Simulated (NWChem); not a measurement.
# ScH₂O₂F; SMILES [OH][Sc]([OH])[F]

```xyz
6

Sc     0.0018     0.0045     0.0000
F      1.8269     0.2005     0.0000
O     -0.6701    -1.7376     0.0000
H     -1.4064    -2.3566     0.0000
O     -1.1085     1.4977     0.0000
H     -1.3685     2.4230     0.0000
```
Atoms are numbered in this order, from 1.

The geometry was optimised at B3LYP/6-31G* (spherical d).

### Question
Give the principal values of the shielding tensors (ppm) of Sc1, F2, O3, O5 from BHandHLYP/pcSseg-1, GIAO (NWChem), with their diamagnetic and paramagnetic parts as GIAO splits them.

### Answer
| atom | σ11 | σ22 | σ33 | isotropic | diamagnetic | paramagnetic |
|---|---|---|---|---|---|---|
| Sc1 | 469.3 | 931.7 | 1010.9 | 803.9 | 1510.1 | -706.2 |
| F2 | -271.6 | -28.4 | 436.0 | 45.3 | 479.1 | -433.7 |
| O3 | -89.0 | 130.8 | 372.2 | 138.0 | 394.3 | -256.3 |
| O5 | -40.8 | 115.6 | 381.3 | 152.0 | 394.4 | -242.4 |
